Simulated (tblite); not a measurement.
C5H10FPSi.
SMILES with atom numbers: `[CH3:1][C:2]1=[CH:3][Si@:4]([F:5])([PH2:6])[CH2:7][CH2:8]1` (hydrogens: H9, H10, H11 on C1; H12 on C3; H13, H14 on P6; H15, H16 on C7; H17, H18 on C8)

Computed with GFN2-xTB (tblite), gas phase: L-BFGS steps from a force-field or distance-geometry start until the largest atomic force falls under 0.01 eV/Å.

Geometry at step 8:
```
atom  x, y, z in Å
C1      2.2982   -1.1018    0.2279
C2      1.0068   -0.3729    0.0169
C3     -0.1000   -0.6087    0.7248
Si4    -1.5075    0.4857    0.1274
F5     -2.1361    1.3706    1.3641
P6     -2.9092   -0.4829   -1.3745
C7     -0.2802    1.5779   -0.8229
C8      0.9139    0.6608   -1.0726
H9      2.3136   -2.0241   -0.3568
H10     3.1531   -0.5008   -0.0800
H11     2.4124   -1.3779    1.2770
H12    -0.1338   -1.3640    1.4983
H13    -4.1369   -0.2381   -0.7767
H14    -2.8823   -1.7814   -0.8810
H15     0.0263    2.4266   -0.2159
H16    -0.6657    1.9801   -1.7521
H17     0.7764    0.1394   -2.0215
H18     1.8423    1.2178   -1.1589
```

Problem. What forces act on the atoms?

Solution. 
```json
{"atom": "C1", "Fx (eV/Å)": "0.012", "Fy (eV/Å)": "-0.023", "Fz (eV/Å)": "0.015"}
{"atom": "C2", "Fx (eV/Å)": "-0.025", "Fy (eV/Å)": "-0.068", "Fz (eV/Å)": "0.135"}
{"atom": "C3", "Fx (eV/Å)": "-0.133", "Fy (eV/Å)": "-0.017", "Fz (eV/Å)": "-0.002"}
{"atom": "Si4", "Fx (eV/Å)": "0.060", "Fy (eV/Å)": "-0.107", "Fz (eV/Å)": "0.169"}
{"atom": "F5", "Fx (eV/Å)": "-0.075", "Fy (eV/Å)": "-0.247", "Fz (eV/Å)": "-0.259"}
{"atom": "P6", "Fx (eV/Å)": "-0.107", "Fy (eV/Å)": "0.018", "Fz (eV/Å)": "0.025"}
{"atom": "C7", "Fx (eV/Å)": "-0.099", "Fy (eV/Å)": "0.069", "Fz (eV/Å)": "0.001"}
{"atom": "C8", "Fx (eV/Å)": "0.051", "Fy (eV/Å)": "-0.137", "Fz (eV/Å)": "0.024"}
{"atom": "H9", "Fx (eV/Å)": "-0.032", "Fy (eV/Å)": "0.061", "Fz (eV/Å)": "-0.020"}
{"atom": "H10", "Fx (eV/Å)": "-0.067", "Fy (eV/Å)": "0.006", "Fz (eV/Å)": "0.036"}
{"atom": "H11", "Fx (eV/Å)": "0.001", "Fy (eV/Å)": "0.033", "Fz (eV/Å)": "-0.098"}
{"atom": "H12", "Fx (eV/Å)": "0.019", "Fy (eV/Å)": "0.104", "Fz (eV/Å)": "-0.086"}
{"atom": "H13", "Fx (eV/Å)": "0.127", "Fy (eV/Å)": "0.104", "Fz (eV/Å)": "0.103"}
{"atom": "H14", "Fx (eV/Å)": "0.117", "Fy (eV/Å)": "0.112", "Fz (eV/Å)": "0.089"}
{"atom": "H15", "Fx (eV/Å)": "0.017", "Fy (eV/Å)": "0.011", "Fz (eV/Å)": "0.080"}
{"atom": "H16", "Fx (eV/Å)": "-0.014", "Fy (eV/Å)": "0.041", "Fz (eV/Å)": "-0.171"}
{"atom": "H17", "Fx (eV/Å)": "-0.029", "Fy (eV/Å)": "-0.095", "Fz (eV/Å)": "-0.084"}
{"atom": "H18", "Fx (eV/Å)": "0.176", "Fy (eV/Å)": "0.134", "Fz (eV/Å)": "0.043"}
```

The largest, 0.37 eV/Å, acts on F5; the rms over all components is 0.095 eV/Å. The forces sum to zero within rounding, as they must for an isolated molecule in no field.

Problem. Give the force on F5 in Eh/bohr and in nN.

Solution. 0.366 eV/Å ÷ 51.422 = 0.00711 Eh/bohr, and 0.366 eV/Å × 1.602 = 0.59 nN.

Problem. How far is this geometry from the end of the optimisation?

Solution. 0.145 eV above it, and 0.508 Å rms away after alignment. The bonds farthest from their final lengths, with half the difference of the two atoms' forces along the bond (positive lengthens):

```
  bond  now (Å)  final (Å)  force along bond (eV/Å)
Si4–P6    2.271      2.244                    +0.07
Si4–F5    1.645      1.629                    -0.17
 C7–C8    1.526      1.534                    +0.12
Si4–C7    1.898      1.905                    +0.04
C8–H18    1.086      1.093                    +0.12
C3–Si4    1.880      1.874                    -0.13
```

The angle farthest from its final value is F5–Si4–P6, 119.4° against 104.4°.

Of the 2 listed bonds off by 0.010 Å or more, this force points towards the final length in 1.

What follows is the cost of the whole relaxation. Hardware: an Intel Xeon at 2.50 GHz with one thread, shared host. Cost: 4.1 s.
